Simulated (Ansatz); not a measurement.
Species: sum formula SiHS2Cl2, charge 0, multiplicity 2. It need not be the lowest isomer of its formula. 
Structure (B3LYP-D3(BJ)/def2-TZVP (Ansatz, a program for electronic structure) minimum search):
```xyz
6

S     -0.1389     0.4533     2.0498
Si    -0.0741     0.0533     0.0137
S      1.6688    -1.1897    -0.0781
Cl     0.0886     1.7309    -1.1506
Cl    -1.6151    -1.0719    -0.7259
H      2.5097    -0.1666     0.1602
```
Charge 0, spin multiplicity 2.

Quantity: atomisation energy (electronic, to ground-state atoms); the coupled-cluster value holds the core correlation from cc-pwCVTZ, in kcal/mol. Correlated levels leave the core frozen unless marked. UHF or UKS for open shells. No spin-orbit coupling. No relativistic terms. Basis-set limits of correlation are two-point, X^-3; Hartree-Fock from the larger set.

Level to compare with: CCSD(T)/CBS(cc-pV(T+d)Z,cc-pV(Q+d)Z) plus the core term (Ansatz), 433.2 kcal/mol. It is a level with limits of its own, and the differences hold the functionals' basis error too.

**Question.** Rank these functionals by how close they come to CCSD(T)/CBS(cc-pV(T+d)Z,cc-pV(Q+d)Z), closest first: wB97M-V/def2-TZVPD (Ansatz); PBE/def2-TZVPD (Ansatz); B97M-V/def2-TZVPD (Ansatz); revPBE/def2-TZVPD (Ansatz).

**Answer.** wB97M-V/def2-TZVPD (range-separated hybrid meta-GGA with VV10, 434.5 kcal/mol, difference 1.3), PBE/def2-TZVPD (GGA, 436.7 kcal/mol, difference 3.5), B97M-V/def2-TZVPD (meta-GGA with VV10, 443.5 kcal/mol, difference 10.3), revPBE/def2-TZVPD (GGA, 415.5 kcal/mol, difference -17.7)
